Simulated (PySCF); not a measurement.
**Magnetisability: `InChI=1S/C6H10OS/c7-3-1-6-2-4-8-5-6/h5,7H,1-4H2`**

Molfile (atoms numbered from 1):
```
C6H10OS
     RDKit          3D

 18 18  0  0  0  0  0  0  0  0999 V2000
   -1.8586    0.9663   -1.3146 O   0  0  0  0  0  0  0  0  0  0  0  0
   -2.0817    0.3586   -0.0661 C   0  0  0  0  0  0  0  0  0  0  0  0
   -1.1793   -0.8605    0.1955 C   0  0  0  0  0  0  0  0  0  0  0  0
    0.2445   -0.4697    0.4350 C   0  0  0  0  0  0  0  0  0  0  0  0
    0.8797   -0.5786    1.5958 C   0  0  0  0  0  0  0  0  0  0  0  0
    2.5419   -0.0335    1.5981 S   0  0  0  0  0  0  0  0  0  0  0  0
    2.3591    0.6566   -0.0933 C   0  0  0  0  0  0  0  0  0  0  0  0
    1.0764    0.0821   -0.6923 C   0  0  0  0  0  0  0  0  0  0  0  0
   -2.0503    0.3273   -2.0107 H   0  0  0  0  0  0  0  0  0  0  0  0
   -1.8830    1.1338    0.6774 H   0  0  0  0  0  0  0  0  0  0  0  0
   -3.1335    0.0505    0.0237 H   0  0  0  0  0  0  0  0  0  0  0  0
   -1.2343   -1.5306   -0.6694 H   0  0  0  0  0  0  0  0  0  0  0  0
   -1.5632   -1.3917    1.0672 H   0  0  0  0  0  0  0  0  0  0  0  0
    0.4906   -0.9704    2.5166 H   0  0  0  0  0  0  0  0  0  0  0  0
    2.3065    1.7399    0.0148 H   0  0  0  0  0  0  0  0  0  0  0  0
    3.2502    0.3994   -0.6608 H   0  0  0  0  0  0  0  0  0  0  0  0
    1.3033   -0.7257   -1.3969 H   0  0  0  0  0  0  0  0  0  0  0  0
    0.5231    0.8527   -1.2316 H   0  0  0  0  0  0  0  0  0  0  0  0
  1  2  1  0
  2  3  1  0
  3  4  1  0
  4  5  2  0
  5  6  1  0
  6  7  1  0
  7  8  1  0
  8  4  1  0
  1  9  1  0
  2 10  1  0
  2 11  1  0
  3 12  1  0
  3 13  1  0
  5 14  1  0
  7 15  1  0
  7 16  1  0
  8 17  1  0
  8 18  1  0
M  END
```

Method: PySCF 2.14.0, GIAO KT3/pcSseg-1 magnetisability, rotational g tensor and spin-rotation constants, non-relativistic, gas phase. Geometry: GFN2-xTB.

(1) How diamagnetic is it, and how anisotropic?

(2) Split it along the inertial axes a, b, c into diamagnetic and paramagnetic parts about the centre of mass, with the quadrupole moment.

(3) And the rotational g tensor?

Results:

(1) Isotropic -1343 × 10⁻³⁰ J/T², or -80.9 × 10⁻⁶ cm³/mol; principal values -1395, -1323, -1310 × 10⁻³⁰ J/T², anisotropy 79 × 10⁻³⁰ J/T² (root of half the summed squared differences of the principal values). The susceptibility is in cgs units.

(2) 
```csv
axis,χ (10⁻⁶ cm³/mol),diamagnetic (10⁻⁶ cm³/mol),paramagnetic (10⁻⁶ cm³/mol),summed x² of all electrons (Å²),quadrupole Θ (D Å)
a,-79.6,-442.9,363.2,280.4,-2.96
b,-82.1,-1313.7,1231.5,75.1,+4.80
c,-80.8,-1508.2,1427.4,29.3,-1.85
```
Anisotropies 2χaa − χbb − χcc = +3.6 and 2χbb − χaa − χcc = -3.8 × 10⁻⁶ cm³/mol. Θ is traceless in Buckingham's convention.

(3) 
```
axis  rotational constant (GHz)        g  nuclear part  electronic part
   a                     3.8831  -0.0313        0.6313          -0.6626
   b                     0.9691  -0.0088        0.5519          -0.5607
   c                     0.8410  -0.0066        0.5573          -0.5639
```
Asymmetric top; isotopes 12C, 1H, 16O, 32S; no vibrational averaging.
